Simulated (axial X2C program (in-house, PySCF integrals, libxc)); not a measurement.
Bond lengths and stretching modes, held linear, of RuCN

Calculated with an axial X2C code built on PySCF integrals: two-component X2C with atomic mean-field Coulomb and Gaunt terms, Gaussian nuclei, basis Ru dyall-v3z, C dyall-v3z, N dyall-av3z with contracted cores. Spin-free rows use the one-electron spin-free X2C Hamiltonian.

Masses Ru 101.904, C 12.000, N 14.003 u. States: 2c Ω = 3/2 (beyond evenly filled blocks: ω = 1/2, ω = -3/2, ω = 5/2); spin-free M_S = 3/2, Λ = 0 (beyond evenly filled blocks: σα, δ+α, δ-α).

PBE0, 2c: energies above the lowest point

```
r(Ru–C) (Å)  r(C–N) (Å)  E (meV)
     1.9012      1.1329    69.02
     1.9012      1.1620    18.08
     1.9012      1.1910    63.95
     1.9500      1.1329    46.92
     1.9500      1.1620     0.00
     1.9500      1.1910    49.93
     1.9500      1.2201   180.18
     1.9987      1.1329    63.19
     1.9987      1.1620    19.51
     1.9987      1.1910    72.74
     2.0475      1.1620    69.04
     2.0475      1.2201   261.18
```

Question: Fit a quadratic surface with cubic terms in each bond: where is the minimum, and what are the two stretching wavenumbers?

Answer: At PBE0, 2c: bonds 1.947 and 1.161 Å; harmonic stretches 451.7 and 2223.4 cm⁻¹; force constants 2.55, 18.5 and coupling 0.37 mdyn/Å.

The other levels and Hamiltonians give:

```csv
Hamiltonian,level,r(Ru–C) (Å),r(C–N) (Å),lower stretch (cm⁻¹),upper stretch (cm⁻¹)
2c,HF,2.105,1.136,328.2,2472.6
2c,PBE,1.921,1.178,467.0,2095.0
spin-free,PBE0,1.947,1.161,452.5,2223.7
spin-free,HF,2.102,1.136,333.1,2469.7
spin-free,PBE,1.922,1.178,467.8,2097.1
```

Each state is one determinant, the lowest of a limited PBE0 search; the stretches come from a fit to these few points and carry an uncertainty of a few per cent. Other orders of the atoms were not compared. Left out for rough or failed fits: MP2 2c, MP2 spin-free. The levels spread by more than a fifth, so the stretches depend strongly on the method. The molecule was held linear; bending was not examined, so a bent shape may lie lower. Note: several unpaired electrons, one determinant need not be a pure state.
